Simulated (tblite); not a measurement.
A geometry optimisation, step by step.

Species: C₅H₁₁BN₂S.
Numbering: `[NH2:1][B:2]1[NH:3][CH2:4][C@@H:5]2[CH2:6][C@H:7]1[C@H:8]2[SH:9]` (hydrogens: H10, H11 on N1; H12 on N3; H13, H14 on C4; H15 on C5; H16, H17 on C6; H18 on C7; H19 on C8; H20 on S9)

Computed with GFN2-xTB (tblite), gas phase: L-BFGS steps from a force-field or distance-geometry start until the largest atomic force falls under 0.01 eV/Å. 4 of its 109 geometries are shown.

Step 0: E = -723.7978 eV, largest atomic force 3.708 eV/Å
```
atom  x, y, z in Å  |  force x, y, z in eV/Å
N1     -2.249    1.594   -0.166    1.248  -0.965   1.318
B2     -1.211    0.584   -0.620   -2.205  -0.373   2.958
N3     -1.573   -0.895   -0.402   -0.344   2.469   0.701
C4     -0.396   -1.718   -0.420   -0.686  -1.862   0.165
C5      0.808   -1.062    0.203    2.052  -0.053  -0.623
C6      0.475    0.084    1.107   -1.473   0.399   1.318
C7      0.287    0.916   -0.159   -0.349   0.758  -0.806
C8      1.281   -0.004   -0.802   -0.180  -0.152  -1.178
S9      3.019    0.403   -0.568    1.345   0.715   0.081
H10    -1.822    2.450    0.262   -0.605  -0.959  -0.884
H11    -2.876    1.198    0.580    0.490   0.602  -1.503
H12    -2.154   -1.014    0.476    0.725   0.026  -1.758
H13    -0.621   -2.675    0.121    0.117   0.501  -0.439
H14    -0.205   -1.972   -1.491    0.110  -0.012   0.631
H15     1.628   -1.713    0.507   -0.352  -0.477   0.126
H16    -0.479   -0.085    1.637    0.638   0.260   0.535
H17     1.280    0.472    1.756   -0.422  -0.445  -0.302
H18     0.539    1.966   -0.078    0.108   0.357  -0.157
H19     1.062   -0.291   -1.851    0.657   0.412   0.206
H20     3.202    1.771   -0.221   -0.876  -1.201  -0.390
```

Step 36: E = -725.9165 eV, largest atomic force 0.125 eV/Å
```
atom  x, y, z in Å  |  force x, y, z in eV/Å
N1     -2.214    1.590   -0.137   -0.094  -0.026   0.013
B2     -1.199    0.625   -0.146   -0.025   0.055   0.053
N3     -1.443   -0.738   -0.377    0.025   0.059   0.006
C4     -0.414   -1.742   -0.208    0.064  -0.017   0.050
C5      0.916   -1.085    0.148    0.021   0.044   0.028
C6      0.768   -0.046    1.271   -0.020  -0.031   0.034
C7      0.340    0.944    0.166   -0.017  -0.042   0.117
C8      1.161    0.092   -0.808    0.002   0.004  -0.019
S9      2.927    0.546   -0.935    0.040   0.008  -0.053
H10    -2.061    2.562    0.060    0.032  -0.041  -0.033
H11    -3.189    1.359   -0.233    0.062   0.031  -0.052
H12    -2.352   -1.118   -0.595    0.043   0.040   0.042
H13    -0.704   -2.434    0.592    0.006  -0.097   0.071
H14    -0.277   -2.333   -1.126   -0.080   0.038  -0.037
H15     1.702   -1.837    0.257   -0.034   0.071  -0.059
H16     0.055   -0.255    2.067    0.029  -0.021  -0.065
H17     1.744    0.197    1.696   -0.091   0.004   0.034
H18     0.630    1.990    0.293   -0.038  -0.069  -0.042
H19     0.781   -0.012   -1.822    0.048  -0.022  -0.098
H20     2.825    1.705   -0.293    0.028   0.011   0.011
```

Step 72: E = -725.9456 eV, largest atomic force 0.047 eV/Å
```
atom  x, y, z in Å  |  force x, y, z in eV/Å
N1     -2.207    1.599   -0.213   -0.012   0.006  -0.015
B2     -1.213    0.624   -0.084    0.000  -0.008  -0.014
N3     -1.457   -0.748   -0.237   -0.011  -0.011  -0.006
C4     -0.405   -1.742   -0.177    0.001  -0.006   0.006
C5      0.935   -1.071    0.115    0.017  -0.006  -0.007
C6      0.799   -0.080    1.279    0.004  -0.016   0.003
C7      0.323    0.941    0.225   -0.001   0.006   0.027
C8      1.113    0.136   -0.817   -0.009   0.017   0.000
S9      2.851    0.648   -1.061    0.036   0.015  -0.003
H10    -2.027    2.583   -0.135   -0.001  -0.006   0.021
H11    -3.161    1.390   -0.446   -0.026  -0.001   0.015
H12    -2.368   -1.134   -0.425   -0.017   0.003  -0.008
H13    -0.622   -2.482    0.608    0.001   0.003   0.014
H14    -0.340   -2.283   -1.134    0.001   0.002   0.001
H15     1.736   -1.808    0.153    0.038  -0.002  -0.002
H16     0.101   -0.351    2.068   -0.025   0.027  -0.006
H17     1.765    0.171    1.715   -0.004  -0.002  -0.007
H18     0.603    1.983    0.375    0.013   0.021  -0.024
H19     0.697    0.048   -1.821   -0.018  -0.002  -0.011
H20     2.872    1.587   -0.119    0.013  -0.042   0.017
```

Step 108: E = -725.9796 eV, largest atomic force 0.008 eV/Å
```
atom  x, y, z in Å  |  force x, y, z in eV/Å
N1     -2.275    1.570   -0.197    0.004   0.001  -0.003
B2     -1.240    0.632   -0.106   -0.006  -0.003   0.002
N3     -1.444   -0.748   -0.253    0.005   0.000  -0.003
C4     -0.367   -1.716   -0.177   -0.002   0.002  -0.001
C5      0.954   -1.003    0.102   -0.003  -0.003   0.001
C6      0.781    0.000    1.252   -0.002   0.001  -0.001
C7      0.290    0.998    0.181   -0.002   0.000  -0.005
C8      1.097    0.192   -0.850    0.005  -0.006  -0.001
S9      2.809    0.735   -1.151    0.000   0.004  -0.004
H10    -2.127    2.557   -0.102   -0.005   0.005   0.003
H11    -3.232    1.327   -0.380   -0.004   0.000  -0.001
H12    -2.347   -1.158   -0.432    0.003  -0.002   0.003
H13    -0.564   -2.443    0.625   -0.003   0.005  -0.003
H14    -0.290   -2.275   -1.121    0.002   0.007   0.001
H15     1.779   -1.716    0.152    0.000  -0.001   0.004
H16     0.072   -0.272    2.030    0.004  -0.005   0.003
H17     1.730    0.281    1.710   -0.001  -0.001   0.003
H18     0.555    2.047    0.310    0.001   0.002   0.003
H19     0.675    0.084   -1.850    0.002  -0.006   0.000
H20     3.137    0.918    0.125    0.002   0.001  -0.003
```

Task: Summarise the path.

Result: The energy falls by 50.31 kcal/mol from step 0 to step 108; nine tenths of that is first reached at step 22. It falls at every step. The largest force goes from 3.708 to 0.008 eV/Å. Among the bonds B2–N3 changes most, from 1.538 to 1.403 Å; the atoms move by 0.555 Å rms after alignment.

What follows is the cost of the whole relaxation. The run took 0.74 s wall on one thread, Arm Neoverse V2 (aarch64), shared host.
